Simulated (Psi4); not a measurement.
Psi4 input (wB97X-D/6-31G*):

```
memory 1500 MB

molecule {
-1 1
C     1.39029200    0.60540400   -0.99050000
Si   -0.07665300   -0.11884400   -0.03444400
O    -0.77155700   -1.40943000   -0.56885300
O    -1.12664400    1.21745900    0.07024400
O     0.57383300   -0.30194300    1.52840200
H     1.09233000    0.87291300   -2.00795000
H     1.77634400    1.50591000   -0.50237900
H     2.20490100   -0.12118700   -1.05392100
H    -2.01083200    0.87865100   -0.09959600
H     0.26359000   -1.15358000    1.85072000
symmetry c1
no_reorient
no_com
}

set {
  basis 6-31G*
  reference rks
  scf_type pk
  dft_radial_points 99
  dft_spherical_points 590
  e_convergence 1e-8
  d_convergence 1e-7
  maxiter 150
}

e = energy('wb97x-d')
print_out(f'\nFINAL {e:.10f} DIPOLE {variable("CURRENT DIPOLE")[0]:.6f} {variable("CURRENT DIPOLE")[1]:.6f} {variable("CURRENT DIPOLE")[2]:.6f}\n')
```

From the output:

```
      19A     -0.253597    20A     -0.249331    21A     -0.186491
      22A     -0.179908    23A     -0.162503    24A     -0.106896
      25A     -0.105925

    Virtual:

      26A      0.323042    27A      0.365230    28A      0.368718
      29A      0.396064    30A      0.411584    31A      0.421209
      32A      0.446694    33A      0.475029    34A      0.516411
      35A      0.575800    36A      0.624933    37A      0.655932
      38A      0.696119    39A      0.827039    40A      0.841563
      41A      0.849916    42A      1.022047    43A      1.024322
      44A      1.090355    45A      1.102350    46A      1.143395
      47A      1.159259    48A      1.175728    49A      1.220390
      50A      1.220873    51A      1.261890    52A      1.284578
      53A      1.293248    54A      1.304229    55A      1.330042
      56A      1.430035    57A      1.439335    58A      1.439473
      59A      1.465921    60A      1.503381    61A      1.535108
      62A      1.639310    63A      1.643951    64A      1.796507
      65A      1.972119    66A      1.985145    67A      2.045300
      68A      2.060639    69A      2.062931    70A      2.151336
      71A      2.167313    72A      2.202071    73A      2.247726
      74A      2.357040    75A      2.431811    76A      2.477922
      77A      2.484728    78A      2.575282    79A      2.600456
      80A      2.696569    81A      2.706839    82A      2.832280
      83A      2.942876    84A      3.134756    85A      3.354594
      86A      3.962390    87A      4.087952    88A      4.103399
      89A      4.475543

    Final Occupation by Irrep:
              A
    DOCC [    25 ]
    NA   [    25 ]
    NB   [    25 ]

  @RKS Final Energy:  -556.33280769347175

   => Energetics <=

    Nuclear Repulsion Energy =            249.2479439531669811
    One-Electron Energy =               -1274.8897053315245103
    Two-Electron Energy =                 507.7537754092956561
    DFT Exchange-Correlation Energy =     -38.4419148706700824
    Empirical Dispersion Energy =          -0.0029068537397402
    VV10 Nonlocal Energy =                  0.0000000000000000
    Total Energy =                       -556.3328076934717501

Computation Completed

Properties will be evaluated at   0.000000,   0.000000,   0.000000 [a0]

Properties computed using the SCF density matrix

 Multipole Moments:

 ------------------------------------------------------------------------------------
     Multipole            Electronic (a.u.)      Nuclear  (a.u.)        Total (a.u.)
 ------------------------------------------------------------------------------------

 L = 1.  Multiply by 2.5417464519 to convert [e a0] to [Debye]
 Dipole X            :          0.2358503           -0.0000019            0.2358484
 Dipole Y            :          0.5197201            0.0000057            0.5197258
 Dipole Z            :          0.2665119            0.0000038            0.2665157
 Magnitude           :                                                    0.6298968

 ------------------------------------------------------------------------------------

FINAL -556.3328076935 DIPOLE 0.235848 0.519726 0.266516

*** Psi4 exiting successfully. Buy a developer a beer!
```

The dipole moment of an ion depends on the origin.

The geometry given is a B3LYP-D3(BJ)/def2-TZVP minimum.
